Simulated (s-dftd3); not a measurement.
thallium atom (Tl), doublet; s-dftd3 with D3(bjm) for bp86.

s-dftd3 was given this input:
```
$ s-dftd3 mol.xyz --bjm bp86 --json dftd3.json --noedisp --grad

# file mol.xyz
1

Tl     0.00000000     0.00000000     0.00000000
```

What does s-dftd3 print? Leave out banner, timings and long lists.


```
-----------------------------------
 s i m p l e   D F T - D 3  v1.4.0
-----------------------------------

Rational (Becke-Johnson) damping: bp86-D3(BJ)
---------------------
  s6         1.0000
  s8         3.1403
  s9         0.0000
  a1         0.8218
  a2         2.7282
 alp        14.0000
--------------------

Dispersion energy:       0.0000000000000E+00 Eh

Gradient norm:           0.0000000000000E+00 Eh/a0
--------------------------------------------------
     #    Z           dE/dx      dE/dy      dE/dz
--------------------------------------------------
     1   81 Tl    0.000E+00  0.000E+00  0.000E+00
--------------------------------------------------

Virial:
--------------------------------------------------
      component           x          y          z
--------------------------------------------------
          x       0.000E+00  0.000E+00  0.000E+00
          y       0.000E+00  0.000E+00  0.000E+00
          z       0.000E+00  0.000E+00  0.000E+00
--------------------------------------------------

[Info] JSON dump of results written to 'dftd3.json'
```
